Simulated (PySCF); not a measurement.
Stretching CdN

Set-up: Cd def2-SVPD with ECP28, N def2-SVPD; scalar-relativistic core potentials (PySCF 2.14). Energies in eV from Cd + N in their ground configurations at the same level. State: ⁴Σ⁻ (quartet), unpaired electrons σ ↑, π ↑↑.

All columns are PBE0. A positive dipole means Cd(−)N(+).

```tsv
R (Å)	E (eV)	μ (D)	Mulliken charge on Cd (basis-dependent)	HOMO (eV)	LUMO (eV)	Mayer bond order	⟨S²⟩
2.061	0.027	-1.16	0.21	-5.77	-2.51	0.83	3.77
2.157	-0.099	-1.18	0.19	-5.86	-2.56	0.77	3.77
2.253	-0.155	-1.15	0.16	-5.94	-2.59	0.69	3.77
2.325	-0.170	-1.10	0.14	-6.00	-2.60	0.63	3.77
2.397	-0.172	-1.03	0.13	-6.05	-2.60	0.57	3.77
2.469	-0.165	-0.96	0.11	-6.09	-2.60	0.51	3.77
2.565	-0.150	-0.84	0.09	-6.14	-2.58	0.43	3.77
2.685	-0.128	-0.70	0.07	-6.19	-2.55	0.35	3.77
2.829	-0.104	-0.54	0.05	-6.24	-2.50	0.26	3.77
3.020	-0.080	-0.37	0.03	-6.28	-2.43	0.18	3.76
```

A fit through these points gives, at Re = 2.368 Å, μ = -1.06 D and dμ/dR = 0.923 D/Å; the reduced mass is 12.47 u.

Problem. How strong is the fundamental in the double-harmonic approximation, I = 42.26·(dμ/dR)²/μred km/mol?

Solution. I = 42.26·(0.923)²/12.47 = 2.89 km/mol at PBE0.

The bond is weak. Basis-set superposition, not corrected here, can be much of De in a small basis, most of all at correlated wavefunction levels. Functionals without a dispersion term scatter widely for such bonds, and LDA overbinds them. Spin–orbit coupling is left out. The state was picked by a PBE0 search and need not be the measured ground state.
